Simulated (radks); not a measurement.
Spherical quantum dot in the effective-mass picture: electrons in a hard-walled sphere of radius 3.06, with a point charge +1 (a donor) at the centre, all in effective atomic units (hartree* = m*/eps^2 hartree, bohr* = eps/m* bohr), one dielectric constant everywhere. Calculated with a radial shooting solver with Libxc functionals: non-relativistic Kohn-Sham, r2SCAN, spin-polarised, spherical densities, generalised Kohn-Sham scheme. Levels are named by radial order and angular momentum (1s, 1p, 1d, 2s, ...), and open shells are averaged over m. Results are scaled to m* = 0.153 and eps = 5.2, for which hartree* = 154 meV and bohr* = 1.799 nm.

N = 8, configuration 1s2 1p6. This is the lowest configuration that the search found. Occupied and some empty levels:

| level | occupation | eigenvalue (meV) | <r> (nm) |
|---|---|---|---|
| 1s | 2 | 507.82 | 2.835 |
| 1p | 6 | 590.29 | 3.444 |
| 1d | 0 | 690.33 | 3.699 |
| 2s | 0 | 716.77 | 2.542 |
| 1f | 0 | 815.29 | 3.871 |

Energy (meV): total 2320.97, kinetic 1195.4, external -774.84, Hartree 2412.2, exchange-correlation -511.81.

Electron density:

| r (nm) | n(r) (e/nm^3) |
|---|---|
| 0.137 | 0.04461 |
| 0.412 | 0.03459 |
| 0.687 | 0.02859 |
| 0.962 | 0.02540 |
| 1.24 | 0.02400 |
| 1.51 | 0.02371 |
| 1.79 | 0.02405 |
| 2.06 | 0.02468 |
| 2.34 | 0.02529 |
| 2.61 | 0.02556 |
| 2.89 | 0.02523 |
| 3.16 | 0.02409 |
| 3.44 | 0.02201 |
| 3.71 | 0.01900 |
| 3.99 | 0.01525 |
| 4.26 | 0.01113 |
| 4.54 | 0.007109 |
| 4.81 | 0.003705 |
| 5.09 | 0.001318 |
| 5.36 | 0.0001457 |
